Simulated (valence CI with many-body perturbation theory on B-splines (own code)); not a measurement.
# Sr25+: key properties

Computed by relativistic CI+MBPT: three valence electrons over a frozen Dirac-Fock core [Ne], radial functions for each j: 11 s, 11 p, 9 d, 7 f, 5 g, 2 h, 1 i, with the one-electron correlation potential Σ1 (screened to all orders), the two-electron term Σ2, the three-electron term Σ3, Breit, model QED; selected single and double excitations, second order for the rest (own B-spline code, finite nucleus).

No measured levels were compared; by estimate levels of excited configurations hold to 0.05 to 0.15 % of their energy, terms of the ground configuration to about 0.5 %.

Names give the largest LS component (configuration and term), which can be under half, so a name can repeat, a term be missing and a line seem to break the LS rules; names also repeat where a configuration has a term twice.

Rates and lifetimes use the calculated energies. Strong lines usually hold to 10 to 20 %, long lifetimes can be off by a factor of two.

What is the ground level?

3s2 3p 2P°_1/2, composition 98 % 3s2 3p 2P°, g = 0.662.

What is the ionisation energy?

1221.4 eV; NIST lists 1211 ± 6 eV (semi-empirical).

Where does the other parity begin?

At 3s 3p2 4P_1/2, 453470 cm⁻¹.

Among levels below 2218900 cm⁻¹, which E1 lines absorb most strongly from the ground level?

to 3s2 3d 2D_3/2 at 10.71 nm, f = 0.227; to 3s 3p2 2P_1/2 at 13.71 nm, f = 0.219; to 3s 3p2 2P_3/2 at 11.59 nm, f = 0.173.

How is the term 2P° of the ground level split?

J = 1/2 at 0, J = 3/2 at 126460 cm⁻¹.
